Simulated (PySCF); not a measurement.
**Trend along group 13: MSe molecules**

CCSD(T) with double-zeta basis sets in PySCF, for the lowest determinant that a PBE0 search found; no spin–orbit coupling. De refers to high-spin ground-configuration atoms.

```csv
M,basis,"reference, frozen orbitals",state (unpaired electrons),Re (Å),ωe (cm⁻¹),De (eV)
B,jorge-DZP-DKH,"ROHF, 10",doublet (σ ↑),1.732,1010,4.77
Al,pcseg-1,"UHF, 14",doublet (σ ↑),2.183,480,3.38
Tl,def2-SVP,"UHF, 13",doublet (π ↑),2.745,178,2.42
```

The shortest bond is that of BSe (1.732 Å), the longest that of TlSe (2.745 Å). BSe is bound most strongly (4.77 eV) and TlSe least (2.42 eV).

The rows differ in basis set, which adds steps of its own.

The state changes along the series, so neighbouring rows are not always alike in their bonding.

Correlated steps freeze the inner cores (10 to 14 orbitals); shallow outer-core shells are correlated. UHF and ROHF references stand side by side, which adds small steps between rows. Correlated levels converge slowly with the basis: in double zeta they bind strong bonds too weakly, by up to about 1 eV, and carry superposition errors of some tenths. Spin–orbit coupling is left out, which matters for elements this heavy, above all for dissociation energies. States were picked by a PBE0 search and need not be the measured ground states.
